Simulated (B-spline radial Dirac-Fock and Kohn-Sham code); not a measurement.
# Photoabsorption cross section of Cu²⁰⁺ by shell

System: Cu²⁰⁺ in the configuration [He] 2s2 2p5.

Calculated with a radial atomic solver, using a relativistic central-field model (Hartree-Slater potential of the initial state, Latter tail, multipole expansion of the photon field, Dirac-Fock thresholds).

Computed thresholds (eV): K 9928.8, L1 1946.7, L2 1823.5, L3 1801.4.

```csv
photon energy (eV),total (b),K (%),L (%)
2620,98940,–,100.0
4000,31540,–,100.0
8047.8,4585,–,100.0
8810,3569,–,100.0
22700,2446,90.1,9.9
30000,1101,90.3,9.7
37800,561.9,90.4,9.6
59318.2,147.3,90.5,9.5
86100,47.70,90.5,9.5
150000,8.764,90.5,9.5
```

**Question.** With what power of the photon energy does the total fall between 86100 and 150000 eV?

**Answer.** As E^-3.05. The non-relativistic Born limit for an s electron far above threshold is E^-3.5; near threshold and at relativistic energies the fall is slower.
